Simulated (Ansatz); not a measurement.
**Ligand exchange: C4H10 + Mo(OH)2O2 → C3H8O + Mo(CH3)(OH)O2**

Species: C4H10 (butane) `CCCC`, singlet; Mo(OH)2O2 (molybdic acid), singlet; C3H8O (1-propanol) `CCCO`, singlet; Mo(CH3)(OH)O2, singlet. The partners trade CH3 for OH: C–CH3 and Mo–OH bonds give way to C–OH and Mo–CH3.

Shapes, held fixed at every level: PBE0-D4/def2-TZVP. Flexible molecules stand in one conformer, not always the lowest. Programs: Ansatz 0.2.0. The zero-point and thermal change to 298 K, harmonic and unscaled (PBE0-D4/def2-TZVP), is -1.7 kJ/mol.

Estimate ΔH(298 K) of this reaction.

The highest level, CCSD(T)/def2-TZVPP, gives ΔH(298 K) = +134.7 kJ/mol; the levels span +131.1 to +153.0. The column of differences is taken from that level and isn't an error. No measured value is set beside it here. For atoms past krypton def2 sets carry core potentials with scalar relativity. Outer-core shells of Mo are correlated, in sets that cover them unevenly.

| level | kind | ΔH(298 K) (kJ/mol) | less CCSD(T)/def2-TZVPP |
| --- | --- | --- | --- |
| HF/def2-SVP | Hartree–Fock | +131.1 | -3.6 |
| SPW92/def2-TZVPP | LDA | +141.5 | +6.8 |
| PBE-D4/def2-TZVPP | GGA | +140.1 | +5.4 |
| B3LYP-D4/def2-TZVPP | global hybrid | +139.9 | +5.2 |
| MP2/def2-SVP | perturbation theory | +153.0 | +18.3 |
| CCSD(T)/def2-SVP | coupled cluster or CI | +140.0 | +5.3 |
| CCSD(T)/def2-TZVPP | coupled cluster or CI | +134.7 | 0.0 |
